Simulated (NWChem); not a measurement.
System: C4H6O; SMILES C#CCOC

Input file for NWChem:

```
start job
memory heap 200 mb stack 900 mb global 1100 mb
geometry units angstroms noautosym nocenter noautoz
  C      0.281894     2.573035     0.000000
  C     -0.088900     1.421565     0.000000
  C     -0.568735     0.043834     0.000000
  O      0.498731    -0.856083     0.000000
  C      0.080102    -2.185409     0.000000
  H      0.618405     3.593509     0.000000
  H     -1.219122    -0.109146     0.888309
  H     -1.219122    -0.109146    -0.888309
  H      0.977815    -2.818549     0.000000
  H     -0.524681    -2.432638     0.895811
  H     -0.524681    -2.432638    -0.895811
end
basis spherical
  * library def2-svp
end
dft
  xc b3lyp
  iterations 150
  mulliken
end
task dft energy
esp
  recalculate
  probe 0.07
  range 0.3
  factor 1.0
  spacing 0.02
end
task esp
```

Parts of the log:

```
             Northwest Computational Chemistry Package (NWChem) 7.3.0
             --------------------------------------------------------

                             Geometry "geometry" -> ""
                             -------------------------

 Output coordinates in angstroms (scale by  1.889725989 to convert to a.u.)

  No.       Tag          Charge          X              Y              Z
 ---- ---------------- ---------- -------------- -------------- --------------
    1 C                    6.0000     0.28189400     2.57303500     0.00000000
    2 C                    6.0000    -0.08890000     1.42156500     0.00000000
    3 C                    6.0000    -0.56873500     0.04383400     0.00000000
    4 O                    8.0000     0.49873100    -0.85608300     0.00000000
    5 C                    6.0000     0.08010200    -2.18540900     0.00000000
    6 H                    1.0000     0.61840500     3.59350900     0.00000000
    7 H                    1.0000    -1.21912200    -0.10914600     0.88830900
    8 H                    1.0000    -1.21912200    -0.10914600    -0.88830900
    9 H                    1.0000     0.97781500    -2.81854900     0.00000000
   10 H                    1.0000    -0.52468100    -2.43263800     0.89581100
   11 H                    1.0000    -0.52468100    -2.43263800    -0.89581100

 Effective nuclear repulsion energy (a.u.)     157.0443185848

                                 NWChem DFT Module
                                 -----------------

 Summary of "ao basis" -> "ao basis" (spherical)
 ------------------------------------------------------------------------------
       Tag                 Description            Shells   Functions and Types
 ---------------- ------------------------------  ------  ---------------------
 C                          def2-svp                 6       14   3s2p1d
 O                          def2-svp                 6       14   3s2p1d
 H                          def2-svp                 3        5   2s1p

            General Information
            -------------------
          SCF calculation type: DFT
          Wavefunction type:  closed shell.
          No. of atoms     :    11
          No. of electrons :    38
           Alpha electrons :    19
            Beta electrons :    19
          Charge           :     0
          Spin multiplicity:     1
          Use of symmetry is: off; symmetry adaption is: off
          Maximum number of iterations: 150
          AO basis - number of functions:   100
                     number of shells:    48
          Convergence on energy requested:  1.00D-06
          Convergence on density requested:  1.00D-05
          Convergence on gradient requested:  5.00D-04

              XC Information
              --------------
                         B3LYP Method XC Potential
                     Hartree-Fock (Exact) Exchange  0.200
                        Slater Exchange Functional  0.800 local
                    Becke 1988 Exchange Functional  0.720 non-local
              Lee-Yang-Parr Correlation Functional  0.810
                  VWN I RPA Correlation Functional  0.190 local

             Grid Information
             ----------------
          Grid used for XC integration:  medium
          Radial quadrature: Mura-Knowles
          Angular quadrature: Lebedev.
          Tag              B.-S. Rad. Rad. Pts. Rad. Cut. Ang. Pts.
          ---              ---------- --------- --------- ---------
          C                   0.70       49          13.0       434
          O                   0.60       49          11.0       434
          H                   0.35       45          14.0       434
          Grid pruning is: on
          Number of quadrature shells:   515
          Spatial weights used:  Erf1

      Superposition of Atomic Density Guess
      -------------------------------------

 Sum of atomic energies:        -228.18607004

      Non-variational initial energy
      ------------------------------

[...]

                     NWChem Electrostatic Potential Fit Module
                     -----------------------------------------

 Atom parameters

 Number of atoms is                                   11
 Number of basis functions is                        100

 Grid parameters

 Maximum number of grid points is                  42512
 Number of grid points is                          42511
 Grid range                                     0.300000 nm
 Grid spacing                                   0.020000 nm
 Probe radius                                   0.070000 nm
 Atom radius factor                             1.000000

 Atomic radii

    1    0.100000
    6    0.147000
    8    0.136000
 FASTESP  F
  using M.O. file = ./job.movecs

    Atom              Coordinates                           Charge

                                                  ESP

    1 C     0.028189    0.257304    0.000000   -0.304163
    2 C    -0.008890    0.142157    0.000000   -0.188215
    3 C    -0.056874    0.004383    0.000000    0.635363
    4 O     0.049873   -0.085608    0.000000   -0.447863
    5 C     0.008010   -0.218541    0.000000    0.199858
    6 H     0.061841    0.359351    0.000000    0.246824
    7 H    -0.121912   -0.010915    0.088831   -0.065998
    8 H    -0.121912   -0.010915   -0.088831   -0.065584
    9 H     0.097782   -0.281855    0.000000    0.030188
   10 H    -0.052468   -0.243264    0.089581   -0.019973
   11 H    -0.052468   -0.243264   -0.089581   -0.020438
                                            ------------
                                                0.000000

 Dipole moment                                  0.600610

 Quadrupole moment Qxx                         -5.263942
                   Qyy                         11.702599
                   Qzz                         -6.438657

 RMS deviation kJ/mol                           0.061867

 RRMS %                                        31.773248
```

Level: B3LYP/def2-SVP. Geometry: optimised at PBE0/def2-SVP. B3LYP is NWChem's, with the RPA form of VWN correlation.
